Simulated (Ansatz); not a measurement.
Geometry optimisation, RKS BLYP/def2-SVP in Ansatz.

input.yaml

```yaml
crystal:
  periodic: [false, false, false]
  atoms:
    - { symbol: Hf, position_ang: [0.271585, 0.428374, -0.547864] }
    - { symbol: Cl, position_ang: [-0.189269, -0.17934, 3.103716] }
    - { symbol: Cl, position_ang: [2.211847, -0.12256, -1.789673] }
    - { symbol: Cl, position_ang: [-1.160852, 1.945141, -1.666949] }
    - { symbol: O, position_ang: [-0.661467, -1.146092, 0.002671] }
    - { symbol: H, position_ang: [-1.112848, -1.845227, 0.498156] }
    - { symbol: H, position_ang: [0.959626, 1.44407, 0.844336] }
    - { symbol: H, position_ang: [0.52978, 0.799934, 2.529306] }
basis:
  gaussian: { orbitals: def2-SVP }
hamiltonian:
  xc: blyp
relax:
  f_tol: 0.03
  max_steps: 50
output:
  orbitals: {}
```

Command:

```bash
$ ansatz run input.yaml --threads 4 --pin off --max-ram 5120MiB --backend cpu --events-out ev --progress --plain --runs-dir out
```

Task: Where does it end, and by what steps?

Result: The forces met the threshold. The force dipped under the threshold on the way, but the program's further checks kept it going. After 20 steps the energy has fallen by 0.169 eV; Cl2 moved furthest, 1.11 Å.

```tsv
step	energy less start (eV)	largest force component (eV/Å)	accepted
0	0.0000	0.566	yes
1	-0.0572	0.603	yes
2	-0.0898	0.407	yes
3	-0.0994	0.422	yes
4	-0.1091	0.157	yes
5	-0.1162	0.315	yes
6	-0.1224	0.155	yes
7	-0.1270	0.014	yes
8	-0.1299	0.275	yes
9	-0.1305	0.283	yes
10	-0.1453	0.064	yes
11	-0.1541	0.120	yes
12	-0.1477	0.419	no
13	-0.1591	0.076	yes
14	-0.1623	0.267	yes
15	-0.1666	0.146	yes
16	-0.1684	0.072	yes
17	-0.1682	0.209	no
18	-0.1688	0.031	yes
19	-0.1692	0.043	yes
20	-0.1692	0.026	yes
```

```xyz
8
Properties=species:S:1:pos:R:3
Hf 0.356 0.308 -0.472
Cl -0.693 0.806 3.076
Cl 1.942 0.062 -2.210
Cl -1.141 2.094 -0.906
O -0.439 -1.378 -0.049
H -1.003 -2.146 0.129
H 1.389 0.743 1.026
H 0.436 0.834 2.381
```

Whether the end is a true minimum wasn't checked by a vibrational analysis.

Time of the run: 38 s on 4 threads of Arm Neoverse V1, with other jobs on the host, peak memory 0.18 GiB.
